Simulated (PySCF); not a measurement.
# Adding and removing an electron: AlSn

UHF-MP2; PySCF, scalar-relativistic core potentials, basis sets Al cc-pV(D+d)Z, Sn cc-pVDZ-PP with ECP28. Neutral (UHF): quartet (σ ↑, π ↑↑), Re = 2.678 Å, ωe = 270 cm⁻¹, De = 1.96 eV.

AlSn⁺ (UHF): triplet (σ ↑, π ↑), Re = 3.095 Å, ωe = 145 cm⁻¹, De = 0.88 eV to Al⁺ + Sn. The energies at the minima are -455.36409 hartree for AlSn and -455.11388 for AlSn⁺.

(1) Work out the adiabatic ionisation energy, without and with harmonic zero-point energies (1 hartree = 27.2114 eV, 1 eV = 8065.5 cm⁻¹), and the change of the bond length.

Correlated steps freeze 9 core orbitals. Correlated levels converge slowly with the basis: in double zeta they bind strong bonds too weakly, by up to about 1 eV, and carry superposition errors of some tenths. These are scalar-relativistic numbers at best; spin–orbit coupling would shift them, the dissociation energy most. For an ion De counts to the pair picked by the measured ionisation energies or electron affinities, which need not be the lowest pair at this level. States were picked by a PBE0 search and need not be the measured ground states.

## Answers

(1) At UHF-MP2: 0.25021 hartree = 6.809 eV between the minima; the zero-point term (145.0 − 270.0)/2 cm⁻¹ = -0.008 eV makes it 6.801 eV. Re changes by +41.7 pm against the neutral. The electron leaves a π orbital, and the ion is left as a loose complex of an ion and an atom.
